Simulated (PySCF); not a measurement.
F2Sn, charge +1, doublet, geometry from GFN2-xTB (such geometries of metal compounds can be far from the true shape) (a state made from the parent by changing its charge; the spin is typed, not shown lowest) (all electrons, no relativity), with bond 2-1 at 1.6 times its length; SVWN5/STO-3G (PySCF).

PySCF was given this input:
```python
from pyscf import gto, scf, dft

mol = gto.M(
    atom='''
Sn    0.000000    0.000000    0.000000
F     0.000000    0.000000   -3.534184
F     0.000000    0.000000    2.208865
''',
    basis='sto-3g',
    charge=1,
    spin=1,
    verbose=4,
)

mf = dft.UKS(mol)
mf.xc = 'lda,vwn'
mf.conv_tol = 1e-6
mf.kernel()
```

Output, abridged:

```
PySCF version 2.14.0

[INPUT] verbose = 4
[INPUT] num. atoms = 3
[INPUT] num. electrons = 67
[INPUT] charge = 1
[INPUT] spin (= nelec alpha-beta = 2S) = 1
[INPUT] symmetry False subgroup None
[INPUT] Mole.unit = angstrom
[INPUT] Symbol           X                Y                Z      unit          X                Y                Z       unit  Magmom
[INPUT]  1 Sn     0.000000000000   0.000000000000   0.000000000000 AA    0.000000000000   0.000000000000   0.000000000000 Bohr   0.0
[INPUT]  2 F      0.000000000000   0.000000000000  -3.534184000000 AA    0.000000000000   0.000000000000  -6.678639833820 Bohr   0.0
[INPUT]  3 F      0.000000000000   0.000000000000   2.208865000000 AA    0.000000000000   0.000000000000   4.174149896137 Bohr   0.0

nuclear repulsion = 182.648890222976
number of shells = 17
number of NR pGTOs = 111
number of NR cGTOs = 37
basis = sto-3g
ecp = {}

******** <class 'pyscf.dft.uks.UKS'> ********
method = UKS
initial guess = minao
damping factor = 0
level_shift factor = 0
DIIS = <class 'pyscf.scf.diis.CDIIS'>
diis_start_cycle = 1
diis_space = 8
diis_damp = 0
SCF conv_tol = 1e-06
SCF conv_tol_grad = None
SCF max_cycles = 50
direct_scf = True
direct_scf_tol = 1e-13
number electrons alpha = 34  beta = 33
XC library pyscf.dft.libxc version 7.1.2
    S. Lehtola, C. Steigemann, M. J. T. Oliveira, and M. A. L. Marques,  SoftwareX 7, 1–5 (2018)
XC functionals = lda,vwn
    P. A. M. Dirac,  Math. Proc. Cambridge Philos. Soc. 26, 376 (1930)
    F. Bloch,  Z. Phys. 57, 545 (1929)
    S. H. Vosko, L. Wilk, and M. Nusair,  Can. J. Phys. 58, 1200 (1980)
radial grids:
    Treutler-Ahlrichs [JCP 102, 346 (1995); DOI:10.1063/1.469408] (M4) radial grids

becke partition: Becke, JCP 88, 2547 (1988); DOI:10.1063/1.454033
pruning grids: <function nwchem_prune>
grids dens level: 3
symmetrized grids: False
atomic radii adjust function: <function treutler_atomic_radii_adjust>
small_rho_cutoff = 0
Set gradient conv threshold to 0.001
tot grids = 50488
init E= -6138.36433411319

cycle= 1 E= -6153.67697173452  delta_E= -15.3  |g|=  1.2  |ddm|= 2.05
cycle= 2 E= -6150.22469709286  delta_E= 3.45  |g|= 2.45  |ddm|= 2.84
cycle= 3 E= -6153.6182586085  delta_E= -3.39  |g|= 0.42  |ddm|= 3.02
cycle= 4 E= -6143.27982310222  delta_E= 10.3  |g|= 0.29  |ddm|= 4.16

cycle= 5 E= -6148.11842941102  delta_E= -4.84  |g|=  2.4  |ddm|= 3.76

cycle= 6 E= -6148.9567747286  delta_E= -0.838  |g|=  2.5  |ddm|= 1.69

cycle= 7 E= -6149.93935012377  delta_E= -0.983  |g|= 2.49  |ddm|= 1.64

cycle= 8 E= -6149.95182199177  delta_E= -0.0125  |g|= 2.48  |ddm|= 0.00458
cycle= 9 E= -6149.7823324461  delta_E= 0.169  |g|= 2.49  |ddm|= 0.183
cycle= 10 E= -6149.79879323064  delta_E= -0.0165  |g|= 2.49  |ddm|= 0.0144

cycle= 11 E= -6149.75762095301  delta_E= 0.0412  |g|=  2.5  |ddm|= 1.62

cycle= 12 E= -6153.17131486754  delta_E= -3.41  |g|= 0.484  |ddm|=  2.4

cycle= 13 E= -6137.51115147747  delta_E= 15.7  |g|= 0.421  |ddm|= 4.45
cycle= 14 E= -6150.4628097318  delta_E=  -13  |g|= 2.28  |ddm|= 4.23

cycle= 15 E= -6149.45013018559  delta_E= 1.01  |g|= 2.55  |ddm|= 1.79

cycle= 16 E= -6149.30389119067  delta_E= 0.146  |g|= 2.51  |ddm|= 0.343
cycle= 17 E= -6152.28761072098  delta_E= -2.98  |g|= 1.54  |ddm|= 1.23
cycle= 18 E= -6152.64867583758  delta_E= -0.361  |g|= 1.34  |ddm|= 0.266
cycle= 19 E= -6153.68291395732  delta_E= -1.03  |g|= 0.619  |ddm|= 1.74
cycle= 20 E= -6153.97300234231  delta_E= -0.29  |g|= 0.189  |ddm|= 1.49
cycle= 21 E= -6143.268838343  delta_E= 10.7  |g|= 0.733  |ddm|= 3.95
cycle= 22 E= -6143.13031316899  delta_E= 0.139  |g|= 0.441  |ddm|= 0.223
cycle= 23 E= -6154.07926459794  delta_E= -10.9  |g|= 0.224  |ddm|= 3.98
cycle= 24 E= -6153.93538162117  delta_E= 0.144  |g|= 0.318  |ddm|= 1.53
cycle= 25 E= -6153.93964950525  delta_E= -0.00427  |g|= 0.31  |ddm|= 0.018

cycle= 26 E= -6154.58077007392  delta_E= -0.641  |g|= 0.255  |ddm|= 1.43

cycle= 27 E= -6154.6546931811  delta_E= -0.0739  |g|= 0.129  |ddm|= 1.47
cycle= 28 E= -6147.7699863224  delta_E= 6.88  |g|= 1.05  |ddm|= 3.15
cycle= 29 E= -6147.50604246205  delta_E= 0.264  |g|= 0.487  |ddm|= 0.327
cycle= 30 E= -6154.66338575619  delta_E= -7.16  |g|= 0.0881  |ddm|= 3.13
cycle= 31 E= -6150.67298192221  delta_E= 3.99  |g|= 0.398  |ddm|=  2.7
cycle= 32 E= -6147.43897879846  delta_E= 3.23  |g|= 0.546  |ddm|=  1.6
cycle= 33 E= -6147.42535627927  delta_E= 0.0136  |g|= 0.564  |ddm|= 0.0266
cycle= 34 E= -6147.46177487337  delta_E= -0.0364  |g|= 0.469  |ddm|= 0.0999

cycle= 35 E= -6154.25516003472  delta_E= -6.79  |g|= 0.0859  |ddm|= 2.76
cycle= 36 E= -6153.5829160453  delta_E= 0.672  |g|= 0.811  |ddm|= 2.14
cycle= 37 E= -6154.6690567538  delta_E= -1.09  |g|= 0.0148  |ddm|= 1.45
cycle= 38 E= -6154.66601979116  delta_E= 0.00304  |g|= 0.0219  |ddm|= 1.42
cycle= 39 E= -6154.66590547906  delta_E= 0.000114  |g|= 0.0226  |ddm|= 0.0087
cycle= 40 E= -6154.66576062146  delta_E= 0.000145  |g|= 0.0234  |ddm|= 0.00741

cycle= 41 E= -6154.66699003659  delta_E= -0.00123  |g|= 0.0167  |ddm|= 0.0686

cycle= 42 E= -6154.66687464468  delta_E= 0.000115  |g|= 0.0169  |ddm|= 0.00824

cycle= 43 E= -6154.67023712417  delta_E= -0.00336  |g|= 0.012  |ddm|= 1.42
cycle= 44 E= -6150.69605621414  delta_E= 3.97  |g|= 0.345  |ddm|= 2.76

cycle= 45 E= -6154.66975093545  delta_E= -3.97  |g|= 0.0288  |ddm|= 2.69

cycle= 46 E= -6154.35711426049  delta_E= 0.313  |g|= 0.237  |ddm|=  1.6

cycle= 47 E= -6153.51445538217  delta_E= 0.843  |g|= 0.712  |ddm|= 1.56
cycle= 48 E= -6154.67136663165  delta_E= -1.16  |g|= 0.0124  |ddm|= 2.06
cycle= 49 E= -6154.66769540717  delta_E= 0.00367  |g|= 0.0174  |ddm|= 1.42

cycle= 50 E= -6154.66801526645  delta_E= -0.00032  |g|= 0.0163  |ddm|= 0.0229
SCF not converged.
SCF energy = -6154.66801526645 after 50 cycles  <S^2> = 0.75931895  2S+1 = 2.0092973
```

Convergence was not reached.
